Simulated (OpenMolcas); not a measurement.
Computed levels of 4d5 in ions with 41 electrons, in cm-1 above 6S 5/2.

```
Program             : OpenMolcas 26.06
Method              : MS-CASPT2, IPEA 0.25 Eh, imaginary shift 0.1 Eh
Basis               : ANO-R2
Scalar Hamiltonian  : X2C, finite nucleus
Spin-orbit coupling : state interaction with AMFI integrals over the reference wave functions, term energies averaged over their components
```

Active space for each ion: 5 electrons in 5 orbitals (4d); closed shells correlated by CASPT2: 4s 4p.

```csv
Level,Mo+,Tc2+,Rh4+,Pd5+,Ag6+
4G 5/2,16910,20670,26590,28680,31130
4G 7/2,17000,20810,26940,29260,31970
4G 11/2,17030,20860,27070,29450,32240
4G 9/2,17050,20900,27160,29590,32430
4P 3/2,18540,23060,29730,32020,34770
4P 1/2,18870,23560,30680,33270,36330
4D 7/2,19670,24520,31960,34810,38090
4D 1/2,20010,25080,33170,36480,40200
4D 3/2,20280,25490,33900,37390,41290
```

Q: Estimate 4G 5/2, 4G 7/2 for Ru3+ from its neighbours Tc2+ and Rh4+.

A: 4G 5/2 is another term, which grows about linearly with the charge: (20670 + 26590) / 2 = 23630. The calculation gives 23840, so the estimate is off by -0.9 %.
4G 7/2 is another term, which grows about linearly with the charge: (20810 + 26940) / 2 = 23875. The calculation gives 24060, so the estimate is off by -0.8 %.

Mixed levels, with the weight of the term that names them: Mo+ 4P 3/2 (67 %), Mo+ 4D 3/2 (67 %), Tc2+ 4P 3/2 (62 %), Tc2+ 4P 1/2 (75 %), Tc2+ 4D 3/2 (62 %), Ru3+ 4P 3/2 (59 %), Ru3+ 4P 1/2 (70 %), Ru3+ 4D 1/2 (71 %), Ru3+ 4D 3/2 (59 %), Rh4+ 4P 3/2 (56 %), Rh4+ 4P 1/2 (68 %), Rh4+ 4D 1/2 (68 %), Rh4+ 4D 3/2 (56 %), Pd5+ 4P 3/2 (55 %), Pd5+ 4P 1/2 (67 %), Pd5+ 4D 1/2 (67 %), Pd5+ 4D 3/2 (54 %), Ag6+ 4P 3/2 (53 %), Ag6+ 4P 1/2 (65 %), Ag6+ 4D 1/2 (66 %), Ag6+ 4D 3/2 (53 %).

CASPT2 breaks the degeneracy within a term, and the mean is taken; among the terms shown or strongly mixed into the levels shown the widest spread is 630 cm-1 (4d5 4G, Rh4+). Some high roots are left out of the spin-orbit mixing, which shifts the levels that they would mix with (holds for Mo+). Configurations with an s electron lie low at this charge and mix in, so terms can be misplaced (holds for Mo+). Blocks of more than 70 roots (2S+1 = 2 even) ran without multistate coupling (holds for Tc2+; Ru3+; Rh4+; Pd5+; Ag6+). Levels of configurations with an s electron are missing; early in the row they begin among the upper levels of the d shell and mix with terms of their name (holds for Tc2+). Only configurations of the active space appear.
